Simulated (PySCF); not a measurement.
AlH2O2F

AlH2O2F is a small molecule, neutral, singlet. The structure, one conformer, was relaxed in the gas phase by PBE0-D3(BJ)/def2-SVP. No frequency run checks that it is a minimum.

SMILES: [OH][Al]([OH])[F]

Coordinates in Å:
```
O1     -1.421    0.149    0.836
Al2     0.172   -0.081    0.332
O3      0.612    0.045   -1.295
F4      1.302   -0.437    1.488
H5     -2.146    0.360    0.246
H6      1.503   -0.067   -1.631
```

Shieldings: GIAO PBE0/pcSseg-2. Shifts are against computed references at the same level: H TMS (σ 31.24 ppm). Core levels by delta-SCF with SCAN, pcX-2 on the ionised atom and pcseg-1 elsewhere, spin-free X2C (2p3/2 is the spin-free 2p value less a third of a first-order spin-orbit splitting); from the vacuum level, for chosen atoms.

Q: Give the NMR and core-level values of the distinct atoms.

A: 
| atoms | bonded to | σ (ppm) | δ (ppm) | core level (eV) |
| --- | --- | --- | --- | --- |
| O1 | 1 Al + 1 H | 327.6 | - | 1s 538.69 |
| Al2 | 1 F + 2 O | 477.8 | - | 2p3/2 81.84 |
| O3 | 1 Al + 1 H | 320.3 | - | 1s 538.72 |
| F4 | 1 Al | 386.2 | - | 1s 692.04 |
| H5 | 1 O | 30.15 | 1.10 | - |
| H6 | 1 O | 30.07 | 1.18 | - |

Values are those of this one static structure; atoms that internal rotation interchanges would show their mean in an NMR spectrum.

Q: By CAM-B3LYP/def2-SVPD (TDDFT singlets, Tamm-Dancoff triplets, ionisation by delta-SCF), where does absorption start, and what does vertical ionisation take?

A: The first singlet with intensity lies at 7.64 eV (f 0.112); what lies below it is dark. The lowest singlet lies at 7.07 eV (f 0.000), the strongest of the first 6 at 7.64 eV (f 0.112), the lowest triplet at 6.73 eV; vertical ionisation takes 12.31 eV.
